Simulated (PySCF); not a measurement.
Cd(SH)(SMe) (CH4CdS2), SMILES C[S][Cd][SH].

Geometry: PBE0-D3(BJ)/def2-SVP. The structure was generated by enumeration; whether it is a known compound was not checked. The def2 effective core potentials stand for the cores of Cd; spin–orbit coupling is left out. Other conformers were not sampled.

All values below come from PBE0-D3(BJ)/def2-SVP run with PySCF.

Frequencies are harmonic and unscaled.

Question: List the normal modes with their intensities. (An estimate is asked for; the answer gives what the named calculation found.)

Answer: 
```csv
mode,ν (cm⁻¹),IR (km/mol),moving atoms (share of kinetic energy)
1,68,3.2,"S 41 %, Cd 28 %, C 21 %, H 10 %"
2,81,6.4,"S 50 %, Cd 32 %, H 18 %"
3,114,12.0,H 92 %
4,128,7.9,"H 85 %, S 12 %"
5,168,2.1,"C 40 %, S 25 %, Cd 17 %, H 17 %"
6,314,0.0,S 96 %
7,398,48.0,"S 61 %, Cd 36 %"
8,635,4.5,H 94 %
9,723,3.1,"C 59 %, S 31 %, H 10 %"
10,957,6.4,"H 84 %, C 14 %"
11,969,12.2,"H 82 %, C 16 %"
12,1336,18.8,"H 87 %, C 13 %"
13,1454,8.0,H 95 %
14,1456,10.1,H 95 %
15,2707,1.2,H 97 %
16,3067,25.5,H 98 %
17,3177,1.3,"H 90 %, C 10 %"
18,3179,3.4,"H 90 %, C 10 %"
```
